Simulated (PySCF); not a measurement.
Job file and geometry (Å, from PBE0-D3(BJ)/def2-SVP) of an NMR shielding run on `CC[Si@H](O[SiH3])[SiH2]C#N`, C3H11NOSi3, PySCF 2.14.0, density-fitted response routines, GIAO WP04/pcSseg-1 NMR shielding, non-relativistic, gas phase; density fitting, a coarse starting grid and PySCF grid level 2 are the driver's defaults:

```
$ OMP_NUM_THREADS=1 python probes_run.py task.json out

{"job": {"kind": "nmr", "xc": "WP04", "basis": "pcSseg-1", "pop": false}, "charge": 0, "multiplicity": 1}
C      0.108826     1.922640    -0.198531
C      0.031387     0.916438    -1.343463
Si    -0.077545    -0.880575    -0.816654
O     -1.496011    -1.232722    -0.020761
Si    -2.636114    -0.685301     1.051734
Si     1.688808    -1.338190     0.677210
C      3.198709    -0.541702    -0.068613
N      4.085180    -0.005457    -0.591573
H      1.002696     1.760177     0.425174
H      0.161970     2.956243    -0.573097
H     -0.770067     1.864603     0.463744
H      0.923925     0.996540    -1.990117
H     -0.833917     1.126276    -1.997156
H      0.027142    -1.786176    -1.997723
H     -1.989482    -0.342088     2.355390
H     -3.640814    -1.764075     1.260351
H     -3.312244     0.533537     0.513427
H      1.998366    -2.785897     0.854961
H      1.498476    -0.704816     2.015570
```

Question: What does the program print?

Answer: 
```
coarse grid: 17104 points
cycle   1  E = -1134.5410129517  dE =  4.262e-01  |g| = 1.277e+00  |ddm| = 4.017e+00
cycle   2  E = -1133.4196677089  dE =  1.121e+00  |g| = 2.560e+00  |ddm| = 3.123e+00
cycle   3  E = -1134.8057197954  dE = -1.386e+00  |g| = 4.442e-01  |ddm| = 2.644e+00
cycle   4  E = -1134.8344835588  dE = -2.876e-02  |g| = 2.909e-01  |ddm| = 4.189e-01
cycle   5  E = -1134.8497699330  dE = -1.529e-02  |g| = 1.201e-01  |ddm| = 2.167e-01
cycle   6  E = -1134.8529095139  dE = -3.140e-03  |g| = 1.707e-02  |ddm| = 9.317e-02
cycle   7  E = -1134.8529755663  dE = -6.605e-05  |g| = 4.994e-03  |ddm| = 2.025e-02
cycle   8  E = -1134.8529818994  dE = -6.333e-06  |g| = 1.016e-03  |ddm| = 5.763e-03
final grid: 150696 points
cycle   9  E = -1134.9267962858  dE = -3.013e-05  |g| = 8.661e-03  |ddm| = 2.807e-02
cycle  10  E = -1134.9267728479  dE =  2.344e-05  |g| = 1.372e-02  |ddm| = 1.629e-02
cycle  11  E = -1134.9268118994  dE = -3.905e-05  |g| = 1.746e-03  |ddm| = 1.075e-02
cycle  12  E = -1134.9268124704  dE = -5.710e-07  |g| = 3.470e-04  |ddm| = 1.482e-03
cycle  13  E = -1134.9268124917  dE = -2.128e-08  |g| = 1.668e-04  |ddm| = 3.529e-04
cycle  14  E = -1134.9268124953  dE = -3.571e-09  |g| = 1.053e-04  |ddm| = 1.336e-04
cycle  15  E = -1134.9268124977  dE = -2.390e-09  |g| = 1.731e-05  |ddm| = 6.695e-05
cycle  16  E = -1134.9268124978  dE = -7.503e-11  |g| = 3.138e-06  |ddm| = 1.509e-05
converged SCF energy = -1134.9268124978

GIAO shielding tensors (ppm)
atom      isotropic    diamagn.    paramagn.     s11        s22        s33       span
  0 C      159.780     252.335     -92.555    152.560    157.238    169.544     16.984
  1 C      160.258     259.270     -99.013    151.975    162.210    166.588     14.612
  2 Si     344.054     884.269    -540.215    298.233    344.594    389.335     91.103
  3 O      312.853     405.281     -92.428    259.039    332.811    346.709     87.670
  4 Si     384.792     881.155    -496.363    347.774    360.894    445.709     97.934
  5 Si     431.402     883.749    -452.347    420.374    432.420    441.413     21.039
  6 C       51.744     266.004    -214.259    -68.482    -64.174    287.888    356.370
  7 N     -110.622     338.203    -448.825   -315.368   -313.023    296.526    611.895
  8 H       30.423      35.559      -5.136     26.219     29.682     35.369      9.150
  9 H       30.036      30.100      -0.064     25.620     27.402     37.086     11.465
 10 H       30.497      35.380      -4.883     26.212     29.717     35.562      9.350
 11 H       30.756      33.830      -3.073     27.633     28.130     36.506      8.873
 12 H       30.438      32.647      -2.209     26.818     28.402     36.095      9.277
 13 H       26.940      30.338      -3.397     23.904     25.357     31.560      7.656
 14 H       27.359      31.638      -4.279     24.082     26.415     31.581      7.498
 15 H       27.397      28.139      -0.742     24.009     25.393     32.788      8.778
 16 H       27.297      30.717      -3.420     23.888     26.252     31.752      7.864
 17 H       28.114      28.485      -0.371     24.582     26.585     33.174      8.592
 18 H       27.924      32.086      -4.162     25.507     26.582     31.682      6.175
```

Question: Turn these shieldings into chemical shifts. References, each an isolated molecule treated in the same way: ¹³C (σ = 172.44 ppm), ²⁹Si (σ = 338.69 ppm), ¹H (σ = 31.56 ppm) against TMS; ¹⁷O (σ = 317.54 ppm) vs H2O; NH3 for ¹⁵N (σ = 246.90 ppm).

Answer: Averaging equivalent atoms: C 6: 120.7; C 0: 12.7; C 1: 12.2; Si 2: -5.4; Si 4: -46.1; Si 5: -92.7; O 3: 4.7; N 7: 357.5; H 13: 4.62; H 14/15/16: 4.21; H 18: 3.64; H 17: 3.45; H 8/9/10: 1.25; H 12: 1.13; H 11: 0.81 ppm. Experimental scales use liquid or dissolved standards, which lie at an offset from isolated NH3 (liquid NH3: subtract about 20 ppm) and H2O (liquid H2O: subtract about 36 ppm). Unscaled 15N shifts of sp2 nitrogen come out 20 to 40 ppm too high even then.

Size and cost of the density-fitted run: 212 basis functions, 35 s wall time on 1 thread of an Arm Neoverse V2, shared host; peak memory 1.1 GiB.
